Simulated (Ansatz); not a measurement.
`C=[CH][SnH2][F]`, charge 0, multiplicity 1.

Give a relaxed structure at PBE0-D4/def2-TZVP (the Gaussian-basis code of Ansatz). (Estimate.)

The calculation gave: 
Cartesian coordinates in Å:
```
C 0.123 -0.024 -1.669
C -0.089 -0.679 -0.534
Sn -0.170 0.327 1.321
F 1.327 -0.328 2.348
H 0.163 -0.536 -2.628
H 0.272 1.052 -1.703
H -0.228 -1.757 -0.556
H 0.114 1.997 1.124
H -1.513 -0.053 2.297
```
This is one stationary point; other conformers may exist.
